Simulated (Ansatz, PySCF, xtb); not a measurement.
Gas-phase reaction in SMILES: C[C@H](Cl)CCCl + 4 C (CH4) → 3 CC (C2H6) [ethane] + 2 CCl (CH3Cl) [chloromethane]
Each molecule is optimised on its own at B3LYP-D3(BJ)/def2-TZVP (Ansatz, a quantum-chemistry and plane-wave program), one conformer each, not searched for the lowest. Frequencies are from PySCF.

Wanted: bond separation energy (enthalpy at 298 K, with B3LYP-D3(BJ) rigid-rotor harmonic-oscillator terms), in kcal/mol. Correlated levels leave the core frozen unless marked. No spin-orbit coupling. Non-relativistic. CBS marks a two-point X^-3 extrapolation of the correlation energy; Hartree-Fock from the larger set. [CCSD(T)-MP2]/basis is that difference in the basis named.

From measured enthalpies of formation at 298 K: 18.3 kcal/mol (C[C@H](Cl)CCCl -46.6, CRC Handbook; C (CH4) -17.8, ATcT 1.112; CC (C2H6) -20.0, ATcT 1.112; CCl (CH3Cl) -19.7, ATcT 1.112). It holds spin-orbit effects, and any other conformers, which the calculations lack, and core correlation, which the frozen-core levels lack. This is an older compilation, not checked against later work.

| level | program | bond separation energy (kcal/mol) | error against measurement |
|---|---|---|---|
| GFN1-xTB | xtb | 14.5 | -3.8 |
| HF/STO-3G | Ansatz | 8.4 | -9.9 |
| HF/cc-pwCVTZ | Ansatz | 10.3 | -8.0 |
| PBE-D3(BJ)/def2-TZVPD | Ansatz + dftd3 | 17.0 | -1.3 |
| PBE-D4/def2-TZVPD | Ansatz + dftd4 | 17.2 | -1.1 |
| r2SCAN/def2-TZVPD | Ansatz | 17.7 | -0.6 |
| r2SCAN-D3(BJ)/def2-TZVPD | Ansatz + dftd3 | 18.7 | 0.4 |
| B97M-V/def2-TZVPD | Ansatz | 19.1 | 0.8 |
| PBE0-D3(BJ)/def2-TZVP | Ansatz + dftd3 | 16.7 | -1.6 |
| PBE0-D4/def2-TZVP | Ansatz + dftd4 | 16.8 | -1.5 |
| PBE0/def2-QZVPP | Ansatz | 14.1 | -4.2 |
| wB97X/def2-TZVPD | Ansatz | 15.2 | -3.1 |
| MP2/aug-cc-pV(T+d)Z | Ansatz | 21.1 | 2.8 |
| SCS-MP2/6-31G | Ansatz | 17.9 | -0.4 |
| CCSD/STO-3G | Ansatz | 9.3 | -9.0 |
| CCSD(T)/cc-pV(D+d)Z | Ansatz | 17.1 | -1.2 |
| CCSD(T)/cc-pV(T+d)Z | Ansatz | 17.8 | -0.5 |
| CCSD(T)/cc-pwCVTZ | Ansatz | 17.9 | -0.4 |
| CCSD(T) with core electrons (1s frozen past Ne)/cc-pwCVTZ | Ansatz | 18.0 | -0.3 |
| RI-MP2/CBS(cc-pV(T+d)Z,cc-pV(Q+d)Z)+[CCSD(T)-MP2]/cc-pV(D+d)Z | Ansatz | 18.6 | 0.3 |
| RI-MP2/CBS(cc-pV(T+d)Z,cc-pV(Q+d)Z)+[CCSD(T)-MP2]/cc-pV(T+d)Z | Ansatz | 18.3 | 0.0 |
